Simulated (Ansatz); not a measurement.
Basis-set extrapolation for CH$_{5}$ClOSSi, SMILES `OC[SiH](S)Cl` (PBE0-D4/def2-TZVP geometry, frozen core, Ansatz 0.2.0). Multiplicity 1, RHF reference.

|  | def2-TZVPP | def2-QZVPP |
| --- | --- | --- |
| HF | -1261.769631 | -1261.808066 |
| MP2 correlation | -0.900285 | -0.976884 |
| CCSD(T) correlation | -0.995322 | not run |

Energies in hartree. Use E(X) = E(∞) + A·exp(−7.88·√X) for Hartree–Fock and E(X) = E(∞) + B·X^(−2.97) for correlation, with X = 3 and 4, and add CCSD(T) minus MP2 of the smaller set to the MP2 limit.

Q: What is the CCSD(T) energy at the basis-set limit?

A: HF limit: -1261.808066 + (-0.038435) × 0.13774 = -1261.81336. MP2 limit: -0.976884 + (-0.076599) × 0.74074 = -1.03362. Higher-order term: -0.995322 − (-0.900285) = -0.09504. Total: -1262.94202 hartree, 111.1 kcal/mol below CCSD(T)/def2-TZVPP.
